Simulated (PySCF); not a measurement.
Working out the ionisation energy of Ar⁺

Ar⁺ [Ne] 3s2 3p5 (2P) → Ar²⁺ [Ne] 3s2 3p4 (3P). All numbers are calculated (PySCF 2.14, the spin-free X2C one-electron Hamiltonian (Gaussian nucleus), in x2c-TZVPall (5s5p2d1f, 37 functions)). Frozen: [Ne]. Energies in hartree (1 hartree = 27.21139 eV):

```csv
part,Ar⁺ (lower),Ar²⁺ (upper)
UHF,-528.079026,-527.110034
CCSD correlation,-0.188099,-0.153945
(T),-0.005249,-0.004038
```

Task: What does Hartree-Fock give?

Result: (-527.110034) − (-528.079026) = 0.968992 hartree = 26.368 eV.

Task: What do CCSD and CCSD(T) give?

Result: The CCSD correlation energies differ by 0.034154 hartree = 0.929 eV and the triples by 0.001211 hartree = 0.033 eV, so CCSD gives 27.297 eV and CCSD(T) 27.330 eV.

Reference: 27.630 eV (measured; NIST Atomic Spectra Database, ionization energies), between the lowest levels; spin-orbit coupling is absent from the calculation.

What remains against the reference includes basis incompleteness, the frozen core and higher excitations.
